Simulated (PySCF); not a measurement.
# Removal energies of Re⁷⁺ from EOM-IP-GCCSD

Reference: closed-shell Re⁷⁺, [Xe] 4f14; one electron is removed. Calculated with PySCF 2.14, two-component X2C-1e with screened spin-orbit coupling, x2c-TZVPPall-2c with one added diffuse shell each of s, p, d, f type (12s12p11d4f1g, 140 functions); frozen [Kr] 4d10; the 34 highest virtual spinors dropped; of the others 110 kept and the rest restored at second order. No Breit or QED terms. Binding energies in eV.

```csv
level,Koopmans,second order,EOM-CCSD
5s1/2,193.95,186.52,186.80
4f5/2,158.47,151.73,153.82
5p1/2,156.59,156.10,156.40
4f7/2,155.94,149.29,151.35
5p3/2,143.77,143.70,143.96
```

One-hole weights below 0.9, a sign of mixing with satellites: 5s1/2 (0.71).

In EOM-CCSD the overlap with the one-orbital guess is low for 4f7/2 (weight 0.73). That can mean mixing with two-hole, one-particle states, where second order and EOM-CCSD lose accuracy, or only a rotation among the degenerate components of the shell; the terms of those configurations are not listed.

For comparison, the ionisation energy of Re⁷⁺ is 144.4 ± 0.4 eV (semi-empirical (NIST evaluation); NIST Atomic Spectra Database, ionization energies).

Where second order misses EOM-CCSD by more than 1 eV, it overshoots the relaxation and correlation of that hole or particle, which higher orders damp.
